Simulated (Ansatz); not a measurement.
C2H3F2GeN (`[CH3][Ge]([F])([F])[C]#N`) at its PBE0-D4/def2-TZVP geometry, where that method's forces vanish. Charge 0, multiplicity 1.

```tsv
atom	x (Å)	y (Å)	z (Å)
C1	-1.336	0.207	-0.097
Ge2	0.430	-0.520	-0.009
F3	0.596	-1.639	1.282
F4	0.831	-1.399	-1.428
C5	1.844	0.754	0.227
N6	2.644	1.568	0.369
H7	-1.558	0.738	0.829
H8	-1.403	0.898	-0.938
H9	-2.049	-0.606	-0.234
```

**Question.** For each bond, give half the difference of the two atoms' forces along it (eV/Å; positive pushes the atoms apart) under PBE-D4, r2SCAN-D4, B3LYP-D4, ωB97M-V in def2-TZVPP. (Estimate.)

**Answer.** Computed: 
```tsv
bond	length (Å)	PBE-D4	r2SCAN-D4	B3LYP-D4	ωB97M-V
C1–Ge2	1.912	-0.11	0.00	0.08	-0.06
C1–H7	1.090	0.08	-0.02	-0.08	-0.05
C1–H8	1.090	0.08	-0.02	-0.08	-0.05
C1–H9	1.090	0.08	-0.02	-0.08	-0.05
Ge2–F3	1.717	0.56	0.06	0.25	0.08
Ge2–F4	1.717	0.56	0.06	0.25	0.08
Ge2–C5	1.918	-0.82	-0.31	-0.03	0.14
C5–N6	1.151	1.46	0.57	-0.01	-0.25
```

B3LYP here is the variant with VWN-RPA as its local correlation; programs differ in this.
